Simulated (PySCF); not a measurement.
**Zn: interval between two levels**

Zn [Ar] 3d10 4s2 → Zn [Ar] 3d9 4s2 4p1 [3F4, M_J = 4], as a difference of total energies. Computed with PySCF 2.14 in x2c-TZVPall-2c with one added diffuse shell each of s, p, d type (7s8p5d1f, 63 functions), with the two-component X2C-1e Hamiltonian. Correlated levels: [Ne] frozen; the 6 highest virtual spinors dropped. "Screened" scales the spin-orbit matrix elements by Boettger's factors to mimic the two-electron term; Breit and QED terms are absent.

| method | interval between two levels (cm⁻¹) |
| --- | --- |
| GHF (spin-free) | 73415 |
| GMP2 (spin-free) | 95287 |
| GHF (screened spin-orbit) | 72518 |
| GMP2 (screened spin-orbit) | 94395 |

The labels give the starting determinants; with spin-orbit coupling the two ends relaxed to ⟨J²⟩ = 0.00, ⟨L²⟩ = 0.00, ⟨S²⟩ = 0.00 and ⟨J²⟩ = 20.02, ⟨L²⟩ = 12.02, ⟨S²⟩ = 2.01.
